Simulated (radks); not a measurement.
Problem. Valence configurations of V (all share [Ar]). Method: scalar-relativistic Kohn-Sham, BLYP, spin-polarised, spherical densities, point nucleus; open shells are filled with parallel spins first; computed with a radial shooting solver on a logarithmic mesh with Libxc functionals. Order these by energy: 3d3 4s1.5 4p0.5; 3d4.5 4s0.5; 3d1 4s2 4p2; 3d5; 3d3.5 4s1.5; 3d2.5 4s2 4p0.5; 3d3 4s2; 3d4 4s1; 3d3.5 4s1 4p0.5; 3d3 4s1 4p1.

Solution. From the lowest, in eV above it: 3d4 4s1 0.000; 3d3.5 4s1.5 0.164; 3d3 4s2 0.703; 3d4.5 4s0.5 0.786; 3d3.5 4s1 4p0.5 1.209; 3d5 1.824; 3d3 4s1.5 4p0.5 2.035; 3d3 4s1 4p1 3.183; 3d2.5 4s2 4p0.5 3.381; 3d1 4s2 4p2 18.069. NIST lists [Ar] 3d3 4s2 as the ground configuration; this level of theory puts 3d4 4s1 lower, by 0.703 eV. The energies are those of spherical high-spin densities, not of single terms.
